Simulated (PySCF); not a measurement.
An equivalent PySCF input for Sb³⁺ (antimony, charge +3), [Kr] 4d10 5s2, closed-shell 1S, with a scalar-relativistic core potential:

```python
from pyscf import gto, scf, dft, mp, cc
import basis_set_exchange as bse
txt = bse.get_basis("def2-SVP", elements=["Sb"], fmt="nwchem", header=False)
cut = txt.index("\nECP")
mol = gto.M(atom="Sb 0 0 0", charge=3, spin=0, symmetry="D2h",
            basis=gto.basis.parse(txt[:cut]),
            ecp={"Sb": gto.basis.parse_ecp(txt[cut:])})
mf = dft.UKS(mol, xc="PBE0")
mf.irrep_nelec = {'Ag': (4, 4), 'B1g': (1, 1), 'B2g': (1, 1), 'B3g': (1, 1), 'B1u': (1, 1), 'B2u': (1, 1), 'B3u': (1, 1)}
mf.kernel()
```

It reaches the same state as the run whose output follows, with an energy that differs only through the grid. The run itself started from symmetry-adapted Hartree-Fock orbitals and held the occupation by maximum overlap, on a logarithmic radial grid, so the iterations belong to that start.

```
SCF conv_tol = 1e-09
number electrons alpha = 10  beta = 10
XC functionals = PBE0
    C. Adamo and V. Barone.,  J. Chem. Phys. 110, 6158 (1999)
    M. Ernzerhof and G. E. Scuseria.,  J. Chem. Phys. 110, 5029 (1999)
cycle= 1 E= -238.367849233507  delta_E= -0.00256  |g|= 0.0124  |ddm|= 0.242
cycle= 2 E= -238.367879381111  delta_E= -3.01e-05  |g|= 0.00303  |ddm|= 0.029
cycle= 3 E= -238.367881363245  delta_E= -1.98e-06  |g|= 0.000166  |ddm|= 0.00217
cycle= 4 E= -238.367881369492  delta_E= -6.25e-09  |g|= 5.56e-07  |ddm|= 0.000419
cycle= 5 E= -238.367881369492  delta_E= 2.84e-14  |g|= 1.54e-08  |ddm|= 5.45e-07
converged SCF energy = -238.367881369492  <S^2> = -7.1054274e-15  2S+1 = 1
```

Energies and moments cover only the electrons outside the core potential.
